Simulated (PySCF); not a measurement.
H4SSi, SMILES S[SiH3]. Geometry optimised at r2SCAN-D4/def2-TZVP.

The numbers are results of r2SCAN-D4/def2-TZVP (PySCF), not measurements.

Harmonic wavenumbers (cm⁻¹): 189, 508, 537, 628, 812, 926, 935, 964, 2218, 2222, 2246, 2684. Rotational constants (GHz): 66.04, 6.270, 6.134; symmetry number 1.

### Question
Work out the zero-point energy and the ideal-gas rigid-rotor harmonic-oscillator thermochemistry at 298.15 K and 1 atm.

### Answer
ZPE = ½ Σ hcν = ½ × 14871 cm⁻¹ = 88.95 kJ/mol. H − E(el) = 102.42 kJ/mol. Entropy in J/(mol K): translation 160.65, rotation 93.57, vibration 18.44, total 272.66. G − E(el) = 21.12 kJ/mol. Cp = 63.43 J/(mol K).
